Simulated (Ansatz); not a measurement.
Consider the substitution at a C–C bond: `N#CCF` + `N[SiH3]` → `FCN[SiH3]` + `C#N`.

Program: Ansatz. Geometries: PBE0-D4/def2-TZVP. ΔE: electronic, gas phase. CCSD(T)/CBS adds triple-zeta CCSD(T) − MP2 to the extrapolated MP2 energy (def2 sets, frozen cores). This one scheme is used for every species. DFT in def2-TZVPP. B3LYP here is the variant with VWN-RPA as its local correlation; programs differ in this. HSE06 is defined as in plane-wave codes. Each species was taken in one conformer, which may not be the lowest.

`N#CCF`:

Cartesian coordinates in Å:
```
N 1.242 -0.339 -1.700
C 0.576 -0.162 -0.782
C -0.258 0.036 0.401
F -1.053 1.141 0.256
H 0.384 0.169 1.277
H -0.891 -0.844 0.548
```

`N[SiH3]`:

Z-matrix (Å, degrees):
```
Si
N 1 1.720
H 1 1.486 2 107.9
H 1 1.494 2 116.0 3 -120.3
H 1 1.486 2 107.9 3 119.4
H 2 1.007 1 119.6 3 -168.6
H 2 1.007 1 119.6 3 49.2
```

`FCN[SiH3]`:

Z-matrix (Å, degrees):
```
C
N 1 1.404
F 1 1.402 2 112.9
H 1 1.093 2 110.2 3 118.4
H 1 1.093 2 111.3 3 -118.9
Si 2 1.733 1 123.3 3 -76.7
H 2 1.009 1 113.7 3 77.8
H 6 1.488 2 115.0 1 78.5
H 6 1.485 2 107.5 1 -161.0
H 6 1.485 2 106.5 1 -41.8
```

`C#N`:

Z-matrix (Å, degrees):
```
C
N 1 1.146
H 1 1.069 2 180.0
```

| level | ΔE (kJ/mol) | difference from CCSD(T)/CBS |
| --- | --- | --- |
| r2SCAN-D4 | 6.5 | 4.3 |
| PBE0-D4 | 7.4 | 5.2 |
| B3LYP-D4 | 4.1 | 1.9 |
| r2SCANh-D4 | 6.7 | 4.5 |
| ωB97X-V | 2.9 | 0.7 |
| r2SCAN | 7.2 | 5.0 |
| PBE0 | 9.7 | 7.5 |
| r2SCANh | 7.5 | 5.3 |
| r2SCAN0 | 7.9 | 5.7 |
| HSE06 | 9.8 | 7.6 |
| HF/def2-SVP | -0.1 | -2.3 |
| MP2/def2-SVP | -4.6 | -6.8 |
| CCSD(T)/def2-SVP | -6.1 | -8.3 |
| MP2/def2-TZVPP | 3.7 | 1.5 |
| MP2/def2-QZVPP | 3.6 | 1.4 |
| SCS-MP2/def2-QZVPP | 3.9 | 1.7 |
| CCSD(T)/CBS | 2.2 | 0 |

Largest T1 diagnostic among the species: 0.014.

At CCSD(T), def2-SVP lies −8.3 kJ/mol from the extrapolated value and def2-TZVPP +0.2 kJ/mol. The D4 term adds −4.1 kJ/mol with B3LYP and −2.2 kJ/mol with PBE0; it sums over pairs of atoms, weighted by their polarisabilities, and B3LYP, whose exchange is more repulsive, gets the larger term. Leaving LDA and LC-ωPBE aside and taking each functional with its dispersion term where it has one, the values, not all of them listed here, spread over 8.3 kJ/mol, from BLYP-D4 to B97M-V. LDA lies −4.3 kJ/mol from PBE without D4.
